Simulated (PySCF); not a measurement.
Ligands exchanged one at a time, Sn OH-OCH3. Gas-phase values, no solvent. One relaxed conformer stands for each flexible species; it need not be the lowest. Strings in code marks are SMILES.

Calculation: B3LYP-D3(BJ)/def2-TZVP // PBE0-D4/def2-SVP (PySCF 2.14.0). B3LYP has the VWN-RPA correlation part, as in Gaussian. Excitations are Tamm–Dancoff values on a coarser integration grid. The basis has no diffuse functions, so Rydberg states are missing or too high.

```
species                                                    S1 excitation (TDA) (eV)  HOMO–LUMO gap (eV)  T1 excitation (TDA) (eV)  LUMO (eV)  brightest of the four lowest singlets (TDA) (eV)
---------------------------------------------------------  ------------------------  ------------------  ------------------------  ---------  ------------------------------------------------
1 of 4 OH replaced by OCH3 (`C[O][Sn]([OH])([OH])[OH]`)                        4.61                5.73                      4.26        ___                                              5.37
2 of 4 OH replaced by OCH3 (`[Sn]([OH])([O]C)([O]C)[OH]`)                      4.63                5.72                      4.23      -2.10                                              5.37
3 of 4 OH replaced by OCH3                                                     4.55                 ___                       ___      -2.03                                              5.32
4 of 4 OH replaced by OCH3 (`[O]([Sn]([O]C)([O]C)[O]C)C`)                       ___                5.74                         –      -1.97                                              4.85
```

Task: Complete the blanks.

Result: 
- 1 of 4 OH replaced by OCH3 (`C[O][Sn]([OH])([OH])[OH]`), LUMO (eV): -2.16
- 3 of 4 OH replaced by OCH3, HOMO–LUMO gap (eV): 5.70
- 3 of 4 OH replaced by OCH3, T1 excitation (TDA) (eV): 4.20
- 4 of 4 OH replaced by OCH3 (`[O]([Sn]([O]C)([O]C)[O]C)C`), S1 excitation (TDA) (eV): 4.57
